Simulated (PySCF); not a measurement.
# Substituent chemical shifts

Parent skeleton `[CH2:1]1[CH2:2][CH2:3][SiH2:4][CH2:5][CH2:6]1`; one hydrogen on atom 2 is replaced by X. Hydrogens on one atom are averaged.

PySCF calculation with PBE0-D3(BJ)/def2-SVP geometry and shielding tensors at PBE0/pcSseg-1 (GIAO); non-relativistic Hamiltonian, one conformer, gas phase.

δ = σ(ref) − σ, references computed at the same level: TMS for 13C (184.41 ppm) and 29Si (351.99 ppm) and 1H (31.27 ppm).

Parent (X = H): C1 31.4, C2 27.4, C3 9.6, Si4 -41.8, C5 9.6, C6 27.4, H(C1) 1.33, H(C2) 1.62, H(C3) 0.69 ppm. Effects are Δδ = δ(X) − δ(H), positive for deshielding.

Q: Give Δδ (ppm) for X = cBu, CH2NH2, CHO, CH2F, tBu.

A: 
```
     X                      SMILES    C1     C2    C3   Si4    C5    C6  H(C1)  H(C2)  H(C3)
   cBu  C1CC([C@@H]2CCC[SiH2]C2)C1  +2.1  +19.8  +2.5  +1.4  -0.3  -0.3  -0.33  -0.81  -0.31
CH2NH2        NC[C@@H]1CCC[SiH2]C1  +1.9  +12.7  +1.0  +2.4  -0.9  -0.2  -0.21  -0.44  +0.37
   CHO       O=C[C@@H]1CCC[SiH2]C1  -2.3  +23.4  -2.0  -0.3  -0.9  -2.3  -0.12  +0.18  -0.08
  CH2F         FC[C@H]1CCC[SiH2]C1  +1.8  +12.5  +1.2  +2.5  -1.2  -0.7  +0.08  -0.58  +0.11
   tBu   CC(C)(C)[C@H]1CCC[SiH2]C1  +0.7  +21.2  -0.1  +3.8  +0.0  +0.8  -0.14  -0.83  -0.10
```

Q: Which position responds most, and to which substituents?

A: C2: from +12.5 ppm with CH2F to +23.4 ppm with CHO.
